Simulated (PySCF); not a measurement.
Atoms are numbered as in `[SiH3:1][O:2][CH2:3][C:4]1([Cl:5])[CH2:6][CH2:7]1`. Each H is labelled by its parent atom.

Relativity neglected, in vacuum, one computed conformer, one averaged value for each set of equivalent atoms. GFN2-xTB geometry; GIAO PBE0/pcSseg-1 shieldings; PySCF.

Chemical shifts δ = σref − σ; TMS for ¹³C, ¹H, ²⁹Si; ¹⁷O vs H2O; ³⁵Cl against HCl, all at this level.

| atoms | nucleus | count | Hirshfeld charge | δ (ppm) |
| --- | --- | --- | --- | --- |
| Ha(C6)/Ha(C7) | ¹H | 2 | 0.05 | 0.87 |
| C3 | ¹³C | 1 | 0.00 | ? |
| Si1 | ²⁹Si | 1 | 0.39 | -34.7 |
| O2 | ¹⁷O | 1 | -0.20 | ? |
| H(Si1) | ¹H | 3 | -0.08 | 4.88 |
| Cl5 | ³⁵Cl | 1 | -0.05 | 148 |
| C6/C7 | ¹³C | 2 | -0.10 | 13.6 |
| H(C3) | ¹H | 2 | 0.04 | 3.99 |
| Hb(C6)/Hb(C7) | ¹H | 2 | 0.05 | 1.15 |
| C4 | ¹³C | 1 | 0.03 | ? |

Q: Estimate the values marked ?.

A: 
- C3: 69.1 ppm, sp3 CH2 bonded to O; pulled downfield by the heteroatom
- C4: 46.4 ppm, three-membered-ring carbon; the inductive effect lowers its shielding
- O2: 14.2 ppm, oxygen bonded to C, Si

Carbons that carry Cl, above all several Cl atoms, come out too deshielded, partly because spin–orbit coupling is missing. Shifts are as computed. Against solution values, carbons near 30 ppm lie about +3 ppm off and those near 130 ppm about +5 ppm; carbons on Cl a further +6 ppm. Of 1309 compounds with measured shifts, 239 miss one by over three times the rms of a fit or turn the order of signals round; such compounds aren't used in these exercises. Experimental scales use liquid or dissolved standards, which lie at an offset from isolated H2O (liquid H2O: subtract about 36 ppm).
